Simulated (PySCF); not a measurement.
# SMILES C=C[C@]1(F)[C@@H]2CC[C@@H]21, C$_{7}$H$_{9}$F

Geometry:
```csv
atom,x (Å),y (Å),z (Å)
C1,2.534,1.126,-0.156
C2,1.281,0.758,0.058
C3,0.575,-0.245,-0.752
F4,1.360,-0.744,-1.769
C5,-0.881,-0.204,-1.150
C6,-1.742,0.368,-0.033
C7,-1.226,-0.742,0.910
C8,-0.379,-1.292,-0.229
H9,3.119,0.702,-0.955
H10,3.018,1.862,0.462
H11,0.707,1.192,0.862
H12,-1.157,-0.256,-2.190
H13,-2.805,0.278,-0.244
H14,-1.526,1.397,0.254
H15,-2.009,-1.432,1.213
H16,-0.679,-0.419,1.795
H17,-0.199,-2.335,-0.428
```

Computed, not measured: PySCF, GIAO HF/pcSseg-1 magnetisability, rotational g tensor and spin-rotation constants, non-relativistic, gas phase. Geometry: GFN2-xTB.

Task: Give the nuclear spin-rotation constants along the inertial axes (H = +C I·J) beside the isotropic shieldings.

Result: Rotational constants 3.7346, 1.7290, 1.4398 GHz. A star marks the isotopologue with that one atom substituted, in its own axes.
```csv
atom,isotope,Caa (kHz),Cbb (kHz),Ccc (kHz),mean (kHz),σ (ppm)
F4,19F,1.079,0.013,0.557,0.550,432.3
H9,1H,-0.117,0.049,-0.164,-0.077,26.0
H10,1H,-0.246,0.100,-0.167,-0.104,26.4
H11,1H,-0.164,0.072,-0.170,-0.087,25.9
H12,1H,-0.429,-0.064,-0.063,-0.185,30.2
H13,1H,0.042,-0.185,-0.131,-0.092,29.9
H14,1H,-0.356,-0.040,-0.115,-0.170,30.6
H15,1H,0.036,-0.186,-0.128,-0.093,30.0
H16,1H,-0.353,-0.036,-0.120,-0.170,30.6
H17,1H,-0.430,-0.069,-0.058,-0.186,30.2
C1,13C*,1.057,0.831,0.147,0.679,70.0
C2,13C*,1.120,0.899,0.159,0.726,57.7
C3,13C*,0.996,0.236,0.344,0.525,119.6
C5,13C*,0.552,0.147,0.268,0.322,169.6
C6,13C*,0.528,0.203,0.194,0.308,174.7
```
For the geometry as given, no vibrational averaging.

Task: How do the rotational constants and the g tensor change when H9, H10, H11, H12, H13, H14, H15, H16, H17 are replaced by deuterium?

Result: Constants 3.1222, 1.4760, 1.2414 GHz; g -0.0267, -0.0045, -0.0009, against -0.0309, -0.0056, -0.0009 before.
